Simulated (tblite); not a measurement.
C$_{6}$H$_{11}$O$_{2}$ (SMILES [CH2]CCCOC(C)=O), doublet, at a GFN2-xTB geometry; tblite with GFN1-xTB.

Here is a job for tblite.
```
$ tblite run mol.xyz --method gfn1 --charge 0 --spin 1 --spin-polarized --json tblite.json --no-restart

# file mol.xyz
19

C     -3.85807020     0.95967222    -0.37650342
C     -2.72379607     0.02789644    -0.49555616
C     -1.39761999     0.64685582    -0.06119054
C     -0.25058292    -0.34322575    -0.19481689
O      0.95414043     0.29651878     0.22769156
C      2.05926239    -0.45553238     0.23387704
C      3.24508912     0.32972990     0.72954954
O      2.08017313    -1.60963750    -0.10279019
H     -4.84320800     0.64269278    -0.65596761
H     -3.71897749     1.95634279    -0.01046028
H     -2.63802306    -0.32814218    -1.53343044
H     -2.91680053    -0.87654340     0.10142949
H     -1.46450970     0.97202389     0.97819619
H     -1.18084832     1.52369226    -0.67324169
H     -0.12987024    -0.67491334    -1.23287639
H     -0.41651639    -1.23223889     0.42498240
H      3.09795120     1.38880713     0.54418736
H      3.34243878     0.16887191     1.80158139
H      4.14816110    -0.02802071     0.24423123
```

Output, abridged:

```
xTB calculator
 | screened Coulomb repulsion
 | Coulomb electrostatics
 |  * isotropic Klopman-Ohno-Mataga-Nishimoto electrostatics
 |  * onsite third-order electrostatics
 | DFT-D3(BJ) dispersion correction
 | Interactions (1)
 | [1] spin polarization

halogen bonding energy    0.0000000000000E+00 Eh
repulsion energy          3.0632404846816E-01 Eh
dispersion energy        -6.5502857937454E-03 Eh
interaction energy        0.0000000000000E+00 Eh
number of electrons       4.7000000000000E+01 e
integral cutoff           1.9731147476801E+01 bohr

------------------------------------------------------------
  cycle        total energy    energy error   density error
------------------------------------------------------------
      1     -27.62457497955  -2.7924349E+01   4.5161676E-01
      2     -27.96382090200  -3.3924592E-01   2.5026568E-01
      3     -27.96870145495  -4.8805530E-03   9.7512115E-02
      4     -27.96958821852  -8.8676357E-04   1.2351028E-02
      5     -27.97021353741  -6.2531888E-04   6.0279087E-03
      6     -27.97026803295  -5.4495544E-05   3.5394047E-03
      7     -27.97031293783  -4.4904877E-05   1.1144722E-03
      8     -27.97031637243  -3.4346052E-06   2.8751859E-04
      9     -27.97031666971  -2.9727495E-07   1.1071111E-04
     10     -27.97031651021   1.5949951E-07   1.5810362E-04
     11     -27.97031672552  -2.1531220E-07   1.0885581E-05
------------------------------------------------------------

electronic energy        -2.8270090488194E+01 Eh
total energy             -2.7970316725520E+01 Eh

Post processing:
 | Mayer-Wiberg bond orders

[Info] JSON dump of results written to 'tblite.json'
```
